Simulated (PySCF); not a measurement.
C4H2F2O2, SMILES C1(=O)C(F)=C(F)OC1.

The structure is a stationary point at B3LYP-D3(BJ)/def2-SVP. This is a generated structure with no PubChem entry under its InChIKey; it may be hypothetical. Other conformers were not sampled.

The numbers are results of TDDFT-PBE/def2-SVPD run with PySCF, not measurements.

Vertical excitations. Gas-phase values at a fixed geometry. State labels are in the subgroup Cs.

```
state  symmetry  energy (eV)  λ (nm)      f                            main pairs
-----  --------  -----------  ------  -----  ------------------------------------
S1           A"         3.87     321  0.000                       HOMO→LUMO 100 %
S2           A'         4.95     250  0.156                      HOMO−1→LUMO 93 %
S3           A'         5.79     214  0.020                      HOMO→LUMO+1 96 %
S4           A"         5.88     211  0.006                    HOMO−1→LUMO+1 99 %
S5           A'         6.19     200  0.002                      HOMO→LUMO+2 98 %
S6           A"         6.31     196  0.000                    HOMO−1→LUMO+2 98 %
S7           A'         6.59     188  0.018                      HOMO→LUMO+3 98 %
S8           A"         6.63     187  0.000                    HOMO−1→LUMO+3 98 %
S9           A"         6.69     185  0.001                      HOMO→LUMO+4 98 %
S10          A'         7.29     170  0.100  HOMO−2→LUMO 74 %, HOMO−1→LUMO+4 18 %
T1           A'         3.36     369      0                      HOMO−1→LUMO 99 %
T2           A"         3.47     357      0                       HOMO→LUMO 100 %
T3           A"         5.67     219      0                    HOMO−1→LUMO+1 98 %
T4           A'         5.68     218      0                      HOMO→LUMO+1 99 %
```
Triplets are in the Tamm–Dancoff approximation, which puts them higher than full response would, so one can lie above its singlet here.
